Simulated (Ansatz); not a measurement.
Gas-phase electronic energies from Ansatz, PBE0-D4/def2-TZVP geometries. CCSD(T)/CBS is the MP2 limit (def2-TZVPP, def2-QZVPP) plus CCSD(T) − MP2 in def2-TZVPP, frozen cores. Functionals use def2-TZVPP. B3LYP here is the variant with VWN-RPA as its local correlation; programs differ in this. def2 core potentials past Kr. For Sn outer-core shells are correlated without core-valence functions, which leaves a few kJ/mol of doubt a bond. One conformer a species, not always the lowest.

Reaction (ligand exchange at the Sn–C bond): `SC[CH2][SnH3]` + `C[SiH2]N` → `C[SiH2][NH][SnH3]` + `CCS`

`SC[CH2][SnH3]`:

```xyz
12

S     0.012    2.499    1.169
C    -0.194    1.115    0.000
C     0.281   -0.161    0.662
Sn    0.088   -1.876   -0.625
H    -0.462    3.471    0.372
H     0.385    1.328   -0.901
H    -1.248    1.044   -0.277
H     1.332   -0.079    0.952
H    -0.291   -0.362    1.571
H     1.018   -1.631   -2.038
H     0.633   -3.279    0.182
H    -1.552   -2.071   -1.067
```

`C[SiH2]N`:

Cartesian coordinates in Å:
```
C -0.365 -1.075 0.818
Si -0.010 0.659 0.210
N 0.537 0.802 -1.415
H -0.705 -1.054 1.858
H 0.529 -1.701 0.769
H -1.145 -1.551 0.218
H 1.045 1.254 1.077
H -1.261 1.460 0.317
H 1.473 0.531 -1.668
H -0.098 0.675 -2.185
```

`C[SiH2][NH][SnH3]`:

Cartesian coordinates in Å:
```
C 0.024 -1.024 1.460
Si -0.017 -1.363 -0.376
N 0.265 0.109 -1.216
Sn -0.058 1.995 -0.559
H 0.984 -0.603 1.766
H -0.131 -1.953 2.015
H -0.769 -0.332 1.759
H -1.333 -1.990 -0.710
H 1.028 -2.365 -0.741
H 0.415 0.052 -2.212
H 0.129 2.996 -1.926
H 1.094 2.361 0.647
H -1.633 2.117 0.094
```

`CCS`:

Z-matrix (Å, degrees):
```
C
C 1 1.514
H 1 1.094 2 110.6
H 1 1.091 2 111.0 3 120.4
H 1 1.093 2 111.0 3 -119.6
S 2 1.813 1 114.1 3 -177.2
H 2 1.092 1 111.5 3 58.7
H 2 1.093 1 110.8 3 -60.2
H 6 1.343 2 96.8 1 -62.2
```

```
             level  ΔE (kJ/mol)  difference from CCSD(T)/CBS
            PBE-D4        -26.2                          5.1
           PBE0-D4        -27.8                          3.5
           ωB97X-V        -32.9                         -1.6
           ωB97M-V        -30.4                          0.9
            B2PLYP        -30.4                          0.9
               PBE        -23.7                          7.6
              PBE0        -25.7                          5.6
             B3LYP        -28.3                          3.0
     HF/def2-TZVPP        -38.8                         -7.5
    MP2/def2-TZVPP        -29.3                          2.0
SCS-MP2/def2-TZVPP        -32.5                         -1.2
   CCSD/def2-TZVPP        -31.1                          0.2
    MP2/def2-QZVPP        -30.0                          1.3
SCS-MP2/def2-QZVPP        -33.1                         -1.8
     MP2/CBS(def2)        -29.9                          1.4
    CCSD/CBS(def2)        -31.7                         -0.4
       CCSD(T)/CBS        -31.3                            0
```

Largest T1 diagnostic among the species: 0.012.

The D4 term adds −4.0 kJ/mol with B3LYP and −2.2 kJ/mol with PBE0; it sums over pairs of atoms, weighted by their polarisabilities, and B3LYP, whose exchange is more repulsive, gets the larger term. In def2-TZVPP, CCSD(T) changes the Hartree–Fock value by +8.2 kJ/mol (the triples alone add +0.4 kJ/mol) and MP2 by +9.6 kJ/mol.
